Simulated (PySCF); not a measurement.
Unrelated species, one level of theory. Method used: TDDFT CAM-B3LYP/def2-SVPD, vertical, gas phase, core orbitals frozen in the response in PySCF. Geometries: GFN2-xTB; one conformer of each isolated species. Triplets are in the Tamm–Dancoff approximation. 'Strongest' means the level of largest summed f among the lowest 8 singlets; it needn't be the same kind of state in each. Ions are computed without counter-ions or solvent.

**Question.** Rank by computed HOMO–LUMO gap, lowest first.
A. `CCOC(=O)OC`
B. `NC([SiH3])([SiH3])[SiH3]`
C. `ClC(C=C)(Cl)Cl`
D. `C#CC[P@H+](P)CC`
E. `[SiH3]C[SiH2]N[SiH3]`

**Answer.** B (9.02 eV), D (9.35 eV), E (9.55 eV), C (9.68 eV), A (11.22 eV).

| SMILES | gap (eV) | LUMO (eV) | strongest (eV) | HOMO (eV) | f (S1) | S1 (eV) | S1 mainly |
| --- | --- | --- | --- | --- | --- | --- | --- |
| NC([SiH3])([SiH3])[SiH3] | 9.02 | 0.84 | 6.90 | -8.18 | 0.000 | 5.76 | H→L (85%) |
| C#CC[P@H+](P)CC | 9.35 | -4.07 | 6.96 | -13.42 | 0.000 | 6.44 | H-1→L+3 (42%) |
| [SiH3]C[SiH2]N[SiH3] | 9.55 | 0.84 | 8.14 | -8.72 | 0.005 | 6.21 | H→L (88%) |
| C=CC(Cl)(Cl)Cl | 9.68 | -0.08 | 6.64 | -9.76 | 0.001 | 6.47 | H-1→L+1 (81%) |
| CCOC(=O)OC | 11.22 | 1.21 | 8.82 | -10.01 | 0.000 | 7.19 | H→L+4 (46%) |

H and L stand for HOMO and LUMO.

- `NC([SiH3])([SiH3])[SiH3]`: Löwdin shares by element: HOMO nitrogen 46%, carbon 21%, silicon 11% or more, hydrogen 4% or more (atoms not listed hold the other 18%); LUMO silicon 43%, nitrogen 6% (atoms not listed hold the other 50%).
- `C#CC[P@H+](P)CC`: Löwdin shares by element: HOMO carbon 86% or more, phosphorus 4% or more; LUMO phosphorus 66%, hydrogen 17% or more (atoms not listed hold the other 17%).
- `[SiH3]C[SiH2]N[SiH3]`: Löwdin shares by element: HOMO nitrogen 51%, silicon 20% or more, hydrogen 8% or more (atoms not listed hold the other 21%); LUMO silicon 41% or more, hydrogen 11% or more, nitrogen 8% (atoms not listed hold the other 40%).
- `C=CC(Cl)(Cl)Cl`: Löwdin shares by element: HOMO carbon 62% or more, chlorine 28% or more; LUMO carbon 45% or more, chlorine 29% or more (atoms not listed hold the other 26%).
- `CCOC(=O)OC`: Löwdin shares by element: HOMO oxygen 84%, carbon 5% or more; LUMO carbon 54% (atoms not listed hold the other 46%).
